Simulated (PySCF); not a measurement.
# Working with the constants of GeC

ROHF-CCSD(T) constants of GeC, ³Π (triplet), unpaired electrons σ ↑, π ↑ (PySCF, no relativity, basis sets Ge def2-TZVPP, C def2-TZVPP; masses 73.9212 and 12.0000 u):

```
ωe              : 805.0 cm⁻¹
ωexe            : 4.53 cm⁻¹
Be              : 0.49604 cm⁻¹
αe              : 0.00374 cm⁻¹
D (centrifugal) : 7.53e-07 cm⁻¹
De to Ge + C    : 3.72 eV
```

Problem. Give the vibrational terms G(v) and spacings up to v = 6.

Solution. G(v) = ωe(v+½) − ωexe(v+½)².

```
v  G(v) (cm⁻¹)  G(v) − G(v−1)  Bv (cm⁻¹)
0        401.4                    0.4942
1       1197.3          795.9     0.4904
2       1984.2          786.9     0.4867
3       2762.0          777.8     0.4829
4       3530.8          768.8     0.4792
5       4290.5          759.7     0.4755
6       5041.1          750.6     0.4717
```

Problem. How well does the Morse estimate ωe²/(4ωexe) reproduce De, and what is D0?

Solution. It gives 4.43 eV, 119 % of the computed De. D0 = De − G(0) = 3.72 − 0.05 = 3.67 eV.

Correlated steps freeze 10 core orbitals. Spin–orbit coupling is left out. The CCSD T1 diagnostic is raised, a sign that a single reference may not be enough here. The state was picked by a PBE0 search and need not be the measured ground state.
